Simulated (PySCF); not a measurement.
LDA on Br (bromine, neutral), [Ar] 3d10 4s2 4p4 4d1, one real determinant (an excited configuration). Computed with PySCF 2.14 in aug-cc-pVTZ-PP with ECP10MDF (6s5p4d2f, 55 functions), with a scalar-relativistic core potential.

```
cycle= 1 E= -415.82665208085  delta_E= -0.0159  |g|= 0.125  |ddm|= 0.489
cycle= 2 E= -415.827799064453  delta_E= -0.00115  |g|= 0.0783  |ddm|= 0.135
cycle= 3 E= -415.828664948745  delta_E= -0.000866  |g|= 0.00673  |ddm|= 0.0646
cycle= 4 E= -415.828685618759  delta_E= -2.07e-05  |g|= 0.000258  |ddm|= 0.0133
cycle= 5 E= -415.828685662871  delta_E= -4.41e-08  |g|= 1.84e-05  |ddm|= 0.000671
cycle= 6 E= -415.828685663068  delta_E= -1.98e-10  |g|= 2.27e-06  |ddm|= 3.08e-05
converged SCF energy = -415.828685663068  <S^2> = 3.7516396  2S+1 = 4.0008197
```

Highest occupied orbital energy: 1.387 eV; ⟨L²⟩ = 8.01; populations by l: s 4.00, p 10.00, d 11.00, f 0.00.

Can this result be used?

Not for this state. Self-consistency was reached. ⟨L²⟩ = 8.01 against 12 for a pure F term, so this real determinant mixes terms. Energies and moments cover only the electrons outside the core potential. The outer electron is Rydberg-like, and this basis confines it to a smaller radius and binds it less than a complete one would. At LDA the highest occupied level has a positive energy, so only the finite basis holds that electron; for this excited configuration the basis is too tight for the outer shell.
